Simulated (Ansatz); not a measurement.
`[F][Hf]([F])([Cl])[Cl]`, relaxed with RKS PBE0-D4/def2-TZVP in Ansatz 0.2.0 from a PBE-D4/def2-SVP geometry. The force threshold is 0.005 eV/Å; the program also tests the step.

Total charge 0; spin multiplicity 1. Hf: def2 effective core potential.

Start:

```xyz
5

F    -0.020   -1.161   -1.580
Hf   -0.069   -0.042   -0.040
F    -1.871    0.069    0.566
Cl    1.260   -0.969    1.661
Cl    0.700    2.103   -0.607
```

By how much does the energy fall, and how many steps does the optimiser take? (Estimate.)

The calculation gave: 1.58 kJ/mol, in 3 steps.

Which bonds change most? (Best estimate.)

Computed: F1–Hf2 from 1.905 to 1.886 Å; Hf2–F3 from 1.904 to 1.886 Å; Hf2–Cl4 from 2.349 to 2.331 Å; Hf2–Cl5 from 2.348 to 2.331 Å.

Give the relaxed structure. (Estimate.)

Computed: 
```xyz
5

F    -0.018   -1.151   -1.560
Hf   -0.069   -0.040   -0.037
F    -1.856    0.070    0.557
Cl    1.251   -0.968    1.645
Cl    0.691    2.089   -0.605
```
